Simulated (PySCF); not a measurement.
**Diatomic cations of Ca with the alkali metals**

r²SCAN with double-zeta basis sets in PySCF, for the lowest determinant that a PBE0 search found; no spin–orbit coupling. De refers to high-spin ground-configuration atoms (the charge goes to the atom of lower measured ionisation energy or higher electron affinity, which is not always the lowest computed limit). A positive dipole points towards Ca; it is taken about the centre of mass and depends on that origin.

```json
{"M": "Li", "basis": "def2-SVPD", "charged atom": "Li+", "state (unpaired electrons)": "singlet (closed shell)", "Re (Å)": "3.320", "ωe (cm⁻¹)": "238", "De (eV)": "1.20", "μ (D)": "-4.43"}
{"M": "Na", "basis": "def2-SVP", "charged atom": "Na+", "state (unpaired electrons)": "singlet (closed shell)", "Re (Å)": "3.601", "ωe (cm⁻¹)": "135", "De (eV)": "0.95", "μ (D)": "-2.29"}
{"M": "K", "basis": "x2c-SVPall", "charged atom": "K+", "state (unpaired electrons)": "singlet (closed shell)", "Re (Å)": "4.177", "ωe (cm⁻¹)": "88.9", "De (eV)": "0.51", "μ (D)": "-3.57"}
{"M": "Rb", "basis": "def2-SVP", "charged atom": "Rb+", "state (unpaired electrons)": "singlet (closed shell)", "Re (Å)": "4.385", "ωe (cm⁻¹)": "69.1", "De (eV)": "0.43", "μ (D)": "-0.51"}
{"M": "Cs", "basis": "def2-SVP", "charged atom": "Cs+", "state (unpaired electrons)": "singlet (closed shell)", "Re (Å)": "4.665", "ωe (cm⁻¹)": "58.0", "De (eV)": "0.34", "μ (D)": "0.38"}
```

The shortest bond is that of LiCa⁺ (3.320 Å), the longest that of CsCa⁺ (4.665 Å).

The rows differ in basis set, which adds steps of its own.

Down a group the atoms grow and get heavier, so bonds lengthen and wavenumbers fall; this series shows no clear exception.

Closed-shell solutions of metal pairs were not tested for spin polarisation, which can lower them a little. Weak bonds: CsCa⁺, RbCa⁺. Basis-set superposition, not corrected here, can be much of De in a small basis, most of all at correlated wavefunction levels. Spin–orbit coupling is left out. For an ion De counts to the pair picked by the measured ionisation energies or electron affinities, which need not be the lowest pair at this level.
